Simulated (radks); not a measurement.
Results of a calculation; reference values are marked as such.
Os V, configuration [Xe] 4f14 5d4 (the NIST ground configuration).

Code: a radial shooting solver on a logarithmic mesh with Libxc functionals. Model: Dirac Kohn-Sham, HCTH/407, spin-unpolarised, spherical densities, point nucleus; open shells fill j = l - 1/2 first.

Energy parts (eV):
total: -470439.46
kinetic: 534110.41
electron-nucleus: -1175570.36
Hartree: 180540.64
exchange-correlation: -9520.15

Orbitals (lengths in bohr, moments of r in powers of bohr; <r^-3> diverges for s and p1/2; r(max) is where P^2 peaks):
| orbital | occ. | eigenvalue (eV) | <1/r> | r(max) | <r^4> | <r^-3> |
|---|---|---|---|---|---|---|
| 1s1/2 | 2 | -73798.38 | 90.48 | 0.01103 | 5.126e-07 | - |
| 2s1/2 | 2 | -12892.17 | 22.10 | 0.06360 | 0.00007580 | - |
| 2p1/2 | 2 | -12347.61 | 22.06 | 0.04710 | 0.00004541 | - |
| 2p3/2 | 4 | -10816.37 | 18.32 | 0.05415 | 0.00006773 | 17920 |
| 3s1/2 | 2 | -3037.201 | 8.116 | 0.1790 | 0.002781 | - |
| 3p1/2 | 2 | -2793.458 | 8.031 | 0.1674 | 0.002441 | - |
| 3p3/2 | 4 | -2459.235 | 7.058 | 0.1818 | 0.003280 | 4101 |
| 3d3/2 | 4 | -2051.069 | 6.957 | 0.1419 | 0.002202 | 713.2 |
| 3d5/2 | 6 | -1978.534 | 6.730 | 0.1459 | 0.002408 | 600.6 |
| 4s1/2 | 2 | -677.8977 | 3.422 | 0.4051 | 0.06417 | - |
| 4p1/2 | 2 | -575.5072 | 3.312 | 0.4041 | 0.06939 | - |
| 4p3/2 | 4 | -496.8347 | 2.973 | 0.4342 | 0.09304 | 966.5 |
| 4d3/2 | 4 | -328.7477 | 2.765 | 0.4290 | 0.1157 | 148.8 |
| 4d5/2 | 6 | -314.1392 | 2.685 | 0.4384 | 0.1268 | 122.6 |
| 4f5/2 | 6 | -100.7819 | 2.269 | 0.4021 | 0.2956 | 23.87 |
| 4f7/2 | 8 | -97.9390 | 2.237 | 0.4068 | 0.3143 | 22.73 |
| 5s1/2 | 2 | -137.2247 | 1.360 | 0.9120 | 1.812 | - |
| 5p1/2 | 2 | -105.2450 | 1.238 | 0.9698 | 2.602 | - |
| 5p3/2 | 4 | -92.5132 | 1.122 | 1.049 | 3.586 | 154.6 |
| 5d3/2 | 4 | -49.0981 | 0.8565 | 1.272 | 11.03 | 14.89 |
| 5d5/2 | 0 | -47.6657 | 0.8329 | 1.304 | 12.16 | 12.13 |
| 5f5/2 | 0 | -17.8009 | 0.3814 | 2.843 | 205.3 | 0.4664 |
| 5f7/2 | 0 | -17.7495 | 0.3797 | 2.856 | 208.5 | 0.4572 |
| 6s1/2 | 0 | -40.7794 | 0.5517 | 2.154 | 51.88 | - |
| 6p1/2 | 0 | -32.8591 | 0.4842 | 2.463 | 84.30 | - |
| 6p3/2 | 0 | -30.7331 | 0.4536 | 2.641 | 105.6 | 26.62 |

The highest occupied level is 5d3/2 at -49.098 eV. For comparison, the ionisation energy in NIST's Atomic Spectra Database is 55 eV (theoretical). In exact Kohn-Sham theory the highest level is minus the ionisation energy, but local and semilocal functionals leave it too shallow, through self-interaction and a potential that decays too fast; potentials with the right tail come closer. The density falls to 0.001 e/bohr^3 at r = 3.15 bohr.

Beside tabulated values, note that spin-unpolarised runs miss the spin-polarisation part of the exchange energy of open shells.
